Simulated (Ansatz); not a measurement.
The inner images of a band of Cl$_{2}$F$_{2}$H$_{3}$O$_{2}$Ta (10 atoms, charge 0, multiplicity 1) are given out of order.

Computed with RKS PBE-D4/def2-SVP in Ansatz.

Image 0:

```xyz
10
Properties=species:S:1:pos:R:3
Ta -0.042 -0.063 0.042
F 1.751 -0.498 -0.507
F 0.777 0.486 1.674
Cl -0.556 -0.131 -2.282
O -1.432 1.194 0.284
H -1.799 2.045 0.000
O -0.781 -1.701 0.582
H -1.700 -1.997 0.706
Cl 1.549 2.463 -0.815
H 2.322 1.414 -0.945
```

Image 6:

```xyz
10
Properties=species:S:1:pos:R:3
Ta -0.181 0.521 0.014
F 1.791 -0.670 -0.489
F 0.691 0.705 1.698
Cl -0.694 0.225 -2.286
O -1.651 1.608 0.401
H -2.478 1.932 0.009
O -0.763 -1.223 0.430
H -0.418 -2.132 0.430
Cl 1.572 2.063 -0.747
H 2.219 0.183 -0.723
```

Task: Put them in order from the first end to the last, with their energies above the first end.
A.
```xyz
10
Properties=species:S:1:pos:R:3
Ta -0.246 0.375 -0.146
F 1.871 -0.530 -0.533
F 0.557 0.480 1.587
Cl -0.504 0.030 -2.463
O -1.769 1.405 0.177
H -2.057 2.329 0.264
O -0.809 -1.379 0.283
H -0.518 -2.064 0.910
Cl 1.348 2.187 -0.663
H 2.216 0.379 -0.677
```
B.
```xyz
10
Properties=species:S:1:pos:R:3
Ta -0.167 -0.001 -0.108
F 1.672 -0.482 -0.539
F 0.579 0.363 1.614
Cl -0.536 -0.061 -2.445
O -1.505 1.309 0.142
H -1.702 2.253 0.035
O -1.014 -1.607 0.360
H -0.988 -2.162 1.160
Cl 1.556 2.378 -0.703
H 2.195 1.222 -0.779
```
C.
```xyz
10
Properties=species:S:1:pos:R:3
Ta -0.230 0.488 -0.147
F 1.814 -0.643 -0.368
F 0.515 0.777 1.590
Cl -0.511 0.043 -2.453
O -1.742 1.545 0.091
H -2.319 2.095 0.643
O -0.798 -1.242 0.347
H -0.410 -2.125 0.473
Cl 1.537 2.061 -0.822
H 2.234 0.213 -0.615
```
D.
```xyz
10
Properties=species:S:1:pos:R:3
Ta -0.102 -0.066 -0.080
F 1.726 -0.477 -0.540
F 0.642 0.414 1.615
Cl -0.506 -0.095 -2.416
O -1.473 1.209 0.175
H -1.724 2.140 0.067
O -0.853 -1.715 0.404
H -1.461 -2.019 1.099
Cl 1.560 2.458 -0.749
H 2.280 1.364 -0.836
```
E.
```xyz
10
Properties=species:S:1:pos:R:3
Ta -0.156 0.161 -0.132
F 1.837 -0.330 -0.648
F 0.661 0.308 1.587
Cl -0.546 -0.072 -2.442
O -1.562 1.353 0.204
H -1.774 2.298 0.134
O -0.887 -1.510 0.329
H -0.902 -2.083 1.116
Cl 1.394 2.256 -0.659
H 2.025 0.832 -0.751
```

Result: D (+0.020 eV), B (+0.051 eV), E (+0.215 eV), A (+0.120 eV), C (+0.102 eV).

The run took 6.1 min on 4 threads of Arm Neoverse V1, with other jobs on the host, peak memory 0.23 GiB.
